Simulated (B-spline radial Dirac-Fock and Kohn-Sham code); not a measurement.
**Run log: Pb**

ΔSCF core binding energies without Breit or QED terms, calculated with a B-spline atomic structure program. Keys: rel is the Hamiltonian (dirac, or spin-free x2c and nr, where L3 and M5 stand for the whole 2p and 3d shells), method is hf or an exchange,correlation pair (spin-unpolarised, also for the hole states), nuc the nuclear model, radius_factor scales its radius, rmax is the box in bohr, h the logarithmic mesh step, order the B-spline order, points the quadrature points per cell, c_factor scales the speed of light, and damp, ndamp, maxit and tol steer the iteration. The run stops when the commutator error falls below 10·tol·max(1, Z/10), or the numerical noise floor, and the energy has settled to about 1e-8 Ha; the virial ratio is −V/T.

Input (task.json):

```json
{"items": [{"Z": 82, "q": 0, "cfg": [[1, 0, 2], [2, 0, 2], [2, 1, 6], [3, 0, 2], [3, 1, 6], [3, 2, 10], [4, 0, 2], [4, 1, 6], [4, 2, 10], [4, 3, 14], [5, 0, 2], [5, 1, 6], [5, 2, 10], [6, 0, 2], [6, 1, 2]], "A": 208, "rrms": 5.5012, "do": "settings", "holes": ["K", "L3", "M5"],
  "settings": [{"rel": "dirac", "method": "hf", "nuc": "fermi", "radius_factor": 1.0, "rmax": 45.0, "h": 0.3, "order": 8, "points": 10, "c_factor": 0.9, "maxit": 60, "damp": 0.5, "ndamp": 3, "tol": 1e-08}]}]}
```

Command: `python xray2_run.py task.json out`

Ground-state iterations:

```
iter   energy (Ha)        error
   1   -21334.31064054  2.95e+00
   2   -21335.23737562  3.79e-01
   3   -21337.15369648  4.88e-02
   4   -21337.15506266  2.26e-02
   5   -21337.15557553  1.67e-03
   6   -21337.15559932  4.39e-04
   7   -21337.15560208  1.18e-04
   8   -21337.15560235  2.95e-05
   9   -21337.15560237  6.37e-06
  10   -21337.15560237  1.39e-06
  11   -21337.15560237  1.02e-07
```

The ground state converged in 11 iterations, with total energy -21337.15560 Ha, virial ratio 1.81899 and highest orbital energy -5.82 eV. ΔSCF binding energies: K (1s) 91275.0 eV, L3 (2p3/2) 13093.0 eV, M5 (3d5/2) 2476.8 eV.
